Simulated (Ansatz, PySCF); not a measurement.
Reaction (SMILES): CS (CH4S) [methanethiol] → [CH3] (CH3) + [SH] (HS) (the C-S bond at the site shown breaks; other sites are not compared here)
Each molecule is optimised on its own at B3LYP-D3(BJ)/def2-TZVP (Ansatz, a quantum-chemistry and plane-wave program).

Quantity: bond dissociation energy (enthalpy at 298 K, with B3LYP-D3(BJ) rigid-rotor harmonic-oscillator terms from PySCF), in kcal/mol. Correlated levels leave the core frozen unless marked. Open shells are spin-unrestricted. No spin-orbit coupling. No relativistic terms. Basis-set limits of correlation are two-point, X^-3; Hartree-Fock from the larger set.

CCSD(T)/CBS(cc-pV(T+d)Z,cc-pV(Q+d)Z) (Ansatz) gives 75.1 kcal/mol.

**Question.** Another calculation gave 70.4 kcal/mol. Which level was it?
(A) CAM-B3LYP/def2-TZVPD (Ansatz)
(B) wB97X/def2-TZVPD (Ansatz)
(C) BHLYP/def2-TZVPD (Ansatz)
(D) SVWN5/def2-TZVPD (Ansatz)

**Answer.** A, CAM-B3LYP/def2-TZVPD (Ansatz). The others give 74.7 (wB97X), 66.0 (BHLYP), 93.0 (SVWN5) kcal/mol.
